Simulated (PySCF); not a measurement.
Ligand exchange on a metal centre used in film growth or etching (Zn F-OH). Isolated molecules, 0 K electronic values unless said otherwise. One relaxed conformer stands for each flexible species; it need not be the lowest.

The HOMO–LUMO gap from two functionals at the same geometries (TPSS-D3(BJ)/def2-SVP), both in PySCF: PBE-D3(BJ)/def2-TZVP and TPSSh-D3(BJ)/def2-TZVP. 

```csv
species,PBE-D3(BJ)/def2-TZVP (eV),TPSSh-D3(BJ)/def2-TZVP (eV)
0 of 2 F replaced by OH,5.61,7.06
1 of 2 F replaced by OH,4.66,5.94
2 of 2 F replaced by OH ([Zn(OH)2]),4.38,5.63
```

Over these rows, drawn at random from the members with no instability flagged (it was tested for open shells, ions and some series alone), PBE minus TPSSh-D3(BJ): mean -1.33 eV, from -1.45 eV to -1.25 eV.
